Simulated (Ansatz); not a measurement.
Ansatz (a program for electronic structure) input (CCSD(T)/def2-SVPD):

Ansatz 0.2 input:
```yaml
crystal:
  periodic: [false, false, false]
  atoms:
    - {symbol: O, position_ang: [-0.17162219, -0.51820555, 1.99820384]}
    - {symbol: Te, position_ang: [0.02773571, 0.31709196, 0.09901208]}
    - {symbol: C, position_ang: [1.48583310, -1.18877620, -0.22708799]}
    - {symbol: C, position_ang: [-1.66466020, -0.85568664, -0.41129627]}
    - {symbol: O, position_ang: [0.18598298, 0.68238708, -1.94693810]}
    - {symbol: H, position_ang: [-0.13822629, 0.16982413, 2.67114829]}
    - {symbol: H, position_ang: [1.41856987, -1.47341418, -1.27294542]}
    - {symbol: H, position_ang: [2.46539823, -0.76926384, -0.01062910]}
    - {symbol: H, position_ang: [1.26160307, -2.00040091, 0.45873059]}
    - {symbol: H, position_ang: [-2.55355759, -0.23862890, -0.30408577]}
    - {symbol: H, position_ang: [-1.53811148, -1.16081560, -1.44582159]}
    - {symbol: H, position_ang: [-1.69507828, -1.68780233, 0.28585443]}
    - {symbol: H, position_ang: [0.29522165, 1.62504468, -2.11069985]}
basis:
  gaussian:
    orbitals: def2-SVPD
magnetization: {spin_polarized: true, initial_magnetization: 2}
correlation: {method: ccsd_t, electrons: outside_noble_gas}
```

Output:

```
Functional definition: HF
integrals: 1.37 GiB planned
1922 factors; integrals over basis functions are off by at most 1.1e-3 eV
1.31 GiB of device memory are held for the factors and their scratch space
mean field: 1.58 GiB planned
mean field evaluation 1: about -13507.0709 eV, gradient 4.1e1 eV
mean field evaluation 2: about -13507.1989 eV, gradient 4.1e1 eV
mean field evaluation 4: about -13515.1021 eV, gradient 4.2e0 eV
mean field evaluation 8: about -13515.7743 eV, gradient 3.6e-1 eV
mean field evaluation 16: about -13515.7812 eV, gradient 3.4e-5 eV
mean field evaluation 32: about -13516.3196 eV, gradient 4.2e-5 eV
mean field evaluation 64: about -13514.1320 eV, gradient 9.1e0 eV
mean field evaluation 96: about -13515.7418 eV, gradient 1.3e0 eV
mean field evaluation 128: about -13515.1765 eV, gradient 5.5e0 eV
mean field evaluation 160: about -13506.2974 eV, gradient 3.0e1 eV
mean field evaluation 192: about -13516.3178 eV, gradient 2.2e-1 eV
mean field evaluation 224: about -13513.3505 eV, gradient 7.9e0 eV
mean field evaluation 256: about -13513.2490 eV, gradient 8.7e0 eV
mean field evaluation 288: about -13514.0630 eV, gradient 1.6e0 eV
mean field evaluation 320: about -13513.3403 eV, gradient 3.5e-2 eV
mean field evaluation 352: about -13513.1310 eV, gradient 5.1e0 eV
mean field evaluation 384: about -13512.5723 eV, gradient 1.1e0 eV
mean field evaluation 416: about -13506.8704 eV, gradient 3.3e1 eV
mean field evaluation 448: about -13516.3196 eV, gradient 6.5e-3 eV
mean field evaluation 480: about -13512.2354 eV, gradient 1.2e1 eV
mean field evaluation 512: about -13513.2402 eV, gradient 1.1e-2 eV
mean field evaluation 544: about -13512.7520 eV, gradient 5.3e-4 eV
mean field evaluation 576: about -13513.0785 eV, gradient 3.7e0 eV
mean field evaluation 608: about -13511.3825 eV, gradient 4.7e-1 eV
mean field evaluation 640: about -13510.5385 eV, gradient 2.3e1 eV
mean field evaluation 672: about -13511.2687 eV, gradient 1.2e1 eV
mean field evaluation 704: about -13513.8681 eV, gradient 7.2e0 eV
mean field evaluation 736: about -13512.9664 eV, gradient 3.8e0 eV
mean field evaluation 768: about -13515.8746 eV, gradient 2.1e0 eV
mean field evaluation 800: about -13515.3453 eV, gradient 8.4e-3 eV
mean field evaluation 832: about -13513.8299 eV, gradient 6.1e-3 eV
mean field evaluation 864: about -13513.4091 eV, gradient 3.6e0 eV
mean field evaluation 896: about -13515.3021 eV, gradient 3.9e0 eV
mean field evaluation 928: about -13513.6448 eV, gradient 5.3e-1 eV
mean field evaluation 960: about -13516.1588 eV, gradient 1.1e0 eV
mean field evaluation 992: about -13515.7812 eV, gradient 1.1e-2 eV
mean field evaluation 1024: about -13514.7483 eV, gradient 4.5e0 eV
mean field evaluation 1056: about -13514.4446 eV, gradient 7.6e-2 eV
mean field evaluation 1088: about -13513.3392 eV, gradient 1.3e-1 eV
mean field evaluation 1120: about -13513.2402 eV, gradient 4.8e-4 eV
mean field -13516.31963735 eV, -496.7155849823 hartree, gradient 1.3e-6 eV, S^2 2.115581; 26 other end points of the search recorded, 0 dependent functions left out
determinant -13516.31963735 eV, -496.7155849823 hartree, with singles and doubles -13540.64780875 eV, -497.6096287908 hartree
determinant -13515.78120331 eV, -496.6957978959 hartree, with singles and doubles -13540.08206231 eV, -497.5888379925 hartree
determinant -13515.34527845 eV, -496.6797779529 hartree, with singles and doubles -13539.44358516 eV, -497.5653743901 hartree
determinant -13514.44508379 eV, -496.6466964094 hartree, with singles and doubles -13539.35067166 eV, -497.5619598821 hartree
determinant -13514.37164972 eV, -496.6439977573 hartree, with singles and doubles -13538.45074998 eV, -497.5288883703 hartree
determinant -13513.94897178 eV, -496.6284646292 hartree, with singles and doubles -13538.00679331 eV, -497.5125732636 hartree
determinant -13513.82985920 eV, -496.6240873227 hartree, with singles and doubles -13537.97888541 eV, -497.5115476671 hartree
determinant -13513.66099344 eV, -496.6178816205 hartree, with singles and doubles -13538.86580907 eV, -497.5441415106 hartree
determinant -13513.53090959 eV, -496.6131011273 hartree, with singles and doubles -13538.62941555 eV, -497.5354542087 hartree
determinant -13513.40311214 eV, -496.6084046574 hartree, with singles and doubles -13538.25887349 eV, -497.5218370392 hartree
determinant -13513.34028991 eV, -496.6060959831 hartree, with singles and doubles -13538.37118892 eV, -497.5259645553 hartree
determinant -13513.24017661 eV, -496.6024168874 hartree, with singles and doubles -13538.44508571 eV, -497.5286802123 hartree
determinant -13513.21214803 eV, -496.6013868561 hartree, with singles and doubles -13537.71255776 eV, -497.5017603067 hartree
13 core orbitals not correlated
reference -13516.31963735 eV, -496.7155849823 hartree; 18, 16 occupied and 154, 156 virtual orbitals, 1922 factors
second order -22.80368790 eV of doubles, -0.00000000 eV of singles
coupled cluster: 8.53 GiB planned
cycle   1  -24.27469668 eV  change   -6.7e-1 eV  update   3.2e-2
cycle   2  -24.31328430 eV  change   -3.9e-2 eV  update   9.0e-3
cycle   3  -24.31689286 eV  change   -3.6e-3 eV  update   5.6e-3
cycle   4  -24.32035504 eV  change   -3.5e-3 eV  update   3.4e-3
cycle   5  -24.32289477 eV  change   -2.5e-3 eV  update   2.1e-3
cycle   6  -24.32474055 eV  change   -1.8e-3 eV  update   1.2e-3
cycle   7  -24.32536499 eV  change   -6.2e-4 eV  update   4.8e-4
cycle   8  -24.32556313 eV  change   -2.0e-4 eV  update   2.1e-4
cycle   9  -24.32562737 eV  change   -6.4e-5 eV  update   7.4e-5
cycle  10  -24.32560982 eV  change    1.8e-5 eV  update   3.0e-5
coupled cluster: 8.53 GiB planned
perturbative correction -0.87596937 eV, -0.0321912807 hartree
Total energy: -13541.52121655 eV, -497.6417259355 hartree
```

This state (charge 0, triplet) is run at the relaxed geometry of the species with charge 0 and multiplicity 1, and is a spin state other than that species' own.

The determinant is spin-contaminated: <S^2> is 2.12 against 2.00 for a pure state.
